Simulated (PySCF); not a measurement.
Question: Give a GFN2-xTB geometry of InChI=1S/CH8F3NSi3/c2-1(3,4)8(5,6)7/h5H2,6-7H3.

Answer: 
```
atom  x, y, z in Å
N1    -0.9465   -0.4793    1.5988
Si2    0.0218   -0.0241    0.2384
Si3    1.5852   -1.7207   -0.0862
Si4    0.5038    2.2605    0.0433
C5    -1.3571   -0.3017   -1.1250
F6    -2.5103    0.3480   -0.8416
F7    -1.6973   -1.5943   -1.3068
F8    -0.9725    0.1518   -2.3425
H9    -1.9204   -0.2205    1.6454
H10   -0.5545   -0.5091    2.5253
H11    1.3769   -2.8888    0.7733
H12    1.6487   -2.1936   -1.4697
H13    2.9067   -1.1781    0.2559
H14    1.9541    2.4579    0.1496
H15   -0.1001    3.0317    1.1388
H16    0.0539    2.8692   -1.2086
```

Any rigid rotation of these coordinates is as good. Atoms count from 1 in this order. N1 (silicon-bound nitrogen) has angles 120.9°, 120.6° and 109.9°, sum 351.4°, 0.20 Å off the plane of its three neighbours. Si3 (SiH3 silicon) is distorted tetrahedral (angles from 106.6° to 113.8°). Si2 (four-coordinate silicon) has angles from 96.7° to 124.1°. Of the pairs four or more bonds apart, F6···H9 is among the closest relative to their van der Waals radii: 2.62 Å, 98 % of the sum of Bondi's values.

Bonds between heavy atoms (Å): N1–Si2 1.731, Si2–Si3 2.330, Si2–Si4 2.343, Si2–C5 1.959, C5–F6 1.354, C5–F7 1.349, C5–F8 1.355.

The geometry is computed with GFN2-xTB (gas phase).

Point group: C1 (no symmetry element, even within 0.4 Å). GFN2-xTB frequencies: not computed here. The numbers are those of one conformer (H–N1–Si2–Si3 -147° and 68°).
